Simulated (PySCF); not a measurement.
Species: C4H8OSi2.
Bonds: Si1–O2, O2–Si3, Si3–C4, C4–C5 (double), C5–C6, C6–C7 (double), Si3–C7. Hydrogens: H8, H9, H10 on Si1; H11 on Si3; H12 on C4; H13 on C5; H14 on C6; H15 on C7.

A calculation gives these core lines: C 1s: 289.59 (area 2), 290.68 (area 2) eV; O 1s: 537.70 eV; Si 1s: 1847.03 (area 1), 1847.40 (area 1) eV; Si 2p3/2: 107.07 (area 1), 107.48 (area 1) eV.

Computed with delta-SCF UKS SCAN, pcX-2 on the ionised atom, pcseg-1 elsewhere, spin-free X2C (PySCF 2.14.0). One conformer (not necessarily the lowest) at the PBE0-D3(BJ)/def2-SVP geometry, without solvent, vibrations or thermal averaging.

Order the carbon atoms by C 1s binding energy.

289.59 eV: C4/C7 (alkene CH carbon); 290.68 eV: C5/C6 (alkene CH carbon). Lowest listed C 1s: C4/C7, bonded to C (double bond), H and Si. Highest, 1.09 eV above it: C5/C6, bonded to C (double bond), C and H. Summing the Pauling electronegativity differences to the bonded atoms, each weighted by its formal bond order, gives -1.00 for the lowest site and -0.35 for the highest.

Which silicon gives which Si 1s line?

1847.03 eV: Si3 (oxygen-bound silicon); 1847.40 eV: Si1 (oxygen-bound silicon). The listed Si 1s values span 0.37 eV, from Si3 (bonded to O, 2 C and H) to Si1 (bonded to O and 3 H). Summing the Pauling electronegativity differences to the bonded atoms, each weighted by its formal bond order, gives +3.14 for the lowest site and +2.44 for the highest; the largest sum, +3.14, belongs to Si3, 0.37 eV below the top. The smallest sum, +2.44, belongs to Si1, 0.37 eV above the lowest.

Order the silicon atoms by Si 2p3/2 binding energy.

107.07 eV: Si3 (oxygen-bound silicon); 107.48 eV: Si1 (oxygen-bound silicon). Lowest listed Si 2p3/2: Si3, bonded to O, 2 C and H. Highest, 0.41 eV above it: Si1, bonded to O and 3 H.

Bonded neighbours of each site: Si1: O and 3 H; O2: 2 Si; Si3: O, 2 C and H; C4/C7: C (double bond), H and Si; C5/C6: C (double bond), C and H.

Which photon wavelength matches the O 1s of O2 (atom 2) threshold?

λ = hc/E = 12398.42 eV Å / 537.70 eV = 23.058 Å.

Topologically equivalent atoms share the value of their first member; where this conformer doesn't relate them by symmetry, their own values could differ. The unrestricted hole states depart most from a pure doublet (⟨S²⟩ = 0.75; over 0.85 named) for C 1s of C5/C6 (0.96), which makes this value less certain. 2p3/2 and 2p1/2 are the ΔSCF energy of one spin-free 2p hole plus the eigenvalues of a spin–orbit and ligand-field matrix of the shell. 2p1/2 minus 2p3/2 (ligand field included): Si 0.62 eV.

Shape of the structure used: `[SiH3:1][O:2][SiH:3]1[CH:4]=[CH:5][CH:6]=[CH:7]1`: Si1–O2–Si3–C4 -59°.
